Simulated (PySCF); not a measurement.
sulfur difluoride (F₂S), SMILES FSF.

Geometry: ωB97X-D3(BJ)/def2-TZVP.

Method: HF/def2-TZVPD (PySCF).

Symmetry labels are those of the subgroup C2v that the program uses (full group C2v).

Computed valence orbital energies around the gap with their symmetry:
```json
[
 {"orbital": "HOMO−7", "symmetry": "A1", "energy (eV)": "-26.90"},
 {"orbital": "HOMO−6", "symmetry": "B2", "energy (eV)": "-21.12"},
 {"orbital": "HOMO−5", "symmetry": "A1", "energy (eV)": "-20.48"},
 {"orbital": "HOMO−4", "symmetry": "B1", "energy (eV)": "-20.43"},
 {"orbital": "HOMO−3", "symmetry": "A2", "energy (eV)": "-19.23"},
 {"orbital": "HOMO−2", "symmetry": "B2", "energy (eV)": "-18.32"},
 {"orbital": "HOMO−1", "symmetry": "A1", "energy (eV)": "-16.49"},
 {"orbital": "HOMO", "symmetry": "B1", "energy (eV)": "-10.86"},
 {"orbital": "LUMO", "symmetry": "B2", "energy (eV)": "1.32"},
 {"orbital": "LUMO+1", "symmetry": "A1", "energy (eV)": "1.55"},
 {"orbital": "LUMO+2", "symmetry": "B1", "energy (eV)": "2.02"},
 {"orbital": "LUMO+3", "symmetry": "A1", "energy (eV)": "2.08"}
]
```
